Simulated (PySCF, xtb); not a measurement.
W(O)2(SH)2 (H₂O₂S₂W), SMILES [O]=[W](=[O])([SH])[SH], multiplicity 1. Other conformers were not sampled.

Harmonic wavenumbers (cm⁻¹) from xtb 6.7.1 with GFN2-xTB at its own minimum, in rising order: 91, 126, 150, 167, 201, 246, 247, 306, 322, 508, 509, 852, 896, 2330, 2338.

Problem. What does B3LYP-D3(BJ)/def2-SVP (PySCF) give at its own minimum? (The exact figures need the calculation; the answer reports its results.)

Solution. 115, 145, 161, 201, 277, 281, 304, 390, 396, 637, 640, 992, 1028, 2649, 2650. Paired by order, the mean absolute difference is 105 cm⁻¹ and the zero-point energies are 13.3 and 15.5 kcal/mol.
